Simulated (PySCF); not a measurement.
Ne⁺ (neon, charge +1): UHF calculation

Configuration: [He] 2s2 2p4 3d1, one real determinant (an excited configuration). All numbers are calculated (PySCF 2.14, the non-relativistic Hamiltonian (point nucleus), in aug-cc-pVTZ (5s4p3d2f, 46 functions)).

* Total energy: -126.197718 hartree
* One-electron energy: -170.3021 hartree
* Hartree (Coulomb) energy: 55.4845 hartree
* Exchange energy: -11.3801 hartree
* Kinetic energy: 127.38033 hartree
* ⟨S²⟩: 3.7535
* ⟨L²⟩: 8.009
* Sum of ⟨r⟩: 7.290 bohr
* Sum of ⟨r²⟩: 9.608 bohr²
* Traceless quadrupole moment −½Σ⟨3z² − r²⟩ along its main axis: 0.923 e·bohr²
* Density at the nucleus (Gaussians lack the cusp): 602 bohr⁻³
* Spin density at the nucleus: -0.0510 bohr⁻³
* Langevin diamagnetic susceptibility: -7.61 ×10⁻⁶ cm³/mol

```
shell  electrons  mean orbital energy (eV)  spread (eV)  rms radius, mean of both spins (bohr)
 1s α          1                   -931.18            0                                  0.183
 1s β          1                   -927.57            0                                  0.183
 2s α          1                   -85.762            0                                  0.912
 2s β          1                   -72.831            0                                  0.912
 2p α          3                   -56.725        3.783                                  0.919
 2p β          1                   -50.857            0                                  0.919
 3d α          1                     4.500            0                                   2.12
```

⟨L²⟩ = 8.01 against 12 for a pure F term, so this real determinant mixes terms. The outer electron is Rydberg-like, and this basis confines it to a smaller radius and binds it less than a complete one would. At UHF the highest occupied level has a positive energy, so only the finite basis holds that electron; for this excited configuration the basis is too tight for the outer shell.

Spin-orbit constants ζ (cm⁻¹) from the X2C one-electron operator on these orbitals (non-relativistic here): bare nucleus, nucleus screened by l(l+1)(2l+1)/3 electrons, and screened by the Breit-Pauli mean field of the electrons.

| shell | bare | screened nucleus | mean field |
| --- | --- | --- | --- |
| 2p | 822.4 | 657.9 | 586.5 |
| 3d | 14.27 | 2.853 | 2.273 |

To first order the Landé constant is A = -64.66 cm⁻¹, so the lowest level has J = 9/2 and lies 0.0361 eV below the centre of the term. This holds in LS coupling only.
